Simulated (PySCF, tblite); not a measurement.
Parent: `[O:1]=[C:2]([Cl:3])/[CH:4]=[CH:5]/[Cl:6]` with O1–C2–C4–C5 0°, C3H2Cl2O.

Computed geometry: GFN2-xTB, gas phase. One conformer each, not checked by frequencies here.

```tsv
coordinate of the parent	value
O1=C2	1.190 Å
C2–Cl3	1.767 Å
C2–C4	1.456 Å
C4=C5	1.337 Å
C5–Cl6	1.691 Å
O1–C2–Cl3	120.1°
O1–C2–C4	128.3°
Cl3–C2–C4	111.5°
C2–C4–C5	119.5°
C4–C5–Cl6	123.5°
```

Task: How does the shared frame change in `[CH3:1][CH2:2]/[C:3](=[CH:4]/[Cl:5])[C:6](=[O:7])[Cl:8]` with C1–C2–C3–C4 -1°, C2–C3–C6–O7 178°, C5H6Cl2O? Atoms pair as O1 = O7, C2 = C6, Cl3 = Cl8, C4 = C3, C5 = C4, Cl6 = Cl5 (parent first).

Result: 
| parent | relative | value in the relative | change |
| --- | --- | --- | --- |
| O1=C2 | O7=C6 | 1.189 Å | -0.001 |
| C2–Cl3 | C6–Cl8 | 1.781 Å | +0.014 |
| C2–C4 | C6–C3 | 1.465 Å | +0.009 |
| C4=C5 | C3=C4 | 1.344 Å | +0.007 |
| C5–Cl6 | C4–Cl5 | 1.697 Å | +0.006 |
| O1–C2–Cl3 | O7–C6–Cl8 | 117.9° | -2.2 |
| O1–C2–C4 | O7–C6–C3 | 128.4° | +0.1 |
| Cl3–C2–C4 | Cl8–C6–C3 | 113.7° | +2.2 |
| C2–C4–C5 | C6–C3–C4 | 119.4° | -0.1 |
| C4–C5–Cl6 | C3–C4–Cl5 | 125.9° | +2.4 |

Of the parent's bonds, C2–Cl3 changes most (+0.014 Å). Bonds of the relative outside the shared frame: C1–C2 1.522, C2–C3 1.506 Å.

Task: How does the shared frame change in `[O:1]=[C:2]([Cl:3])/[C:4](=[CH:5]/[Cl:6])[C:7]([F:8])([F:9])[F:10]` with O1–C2–C4–C5 -1°, C4HCl2F3O? Atoms pair as O1 = O1, C2 = C2, Cl3 = Cl3, C4 = C4, C5 = C5, Cl6 = Cl6 (parent first).

Result: 
```csv
parent,relative,value in the relative,change
O1=C2,O1=C2,1.191 Å,+0.001
C2–Cl3,C2–Cl3,1.742 Å,-0.025
C2–C4,C2–C4,1.481 Å,+0.025
C4=C5,C4=C5,1.348 Å,+0.011
C5–Cl6,C5–Cl6,1.676 Å,-0.015
O1–C2–Cl3,O1–C2–Cl3,120.8°,+0.7
O1–C2–C4,O1–C2–C4,124.4°,-3.9
Cl3–C2–C4,Cl3–C2–C4,114.8°,+3.3
C2–C4–C5,C2–C4–C5,115.8°,-3.7
C4–C5–Cl6,C4–C5–Cl6,128.2°,+4.7
```

Of the parent's bonds, C2–Cl3 and C2–C4 change most and about equally (-0.025 to +0.025 Å). Bonds of the relative outside the shared frame: C4–C7 1.512, C7–F8 1.340, C7–F9 1.336, C7–F10 1.340 Å.
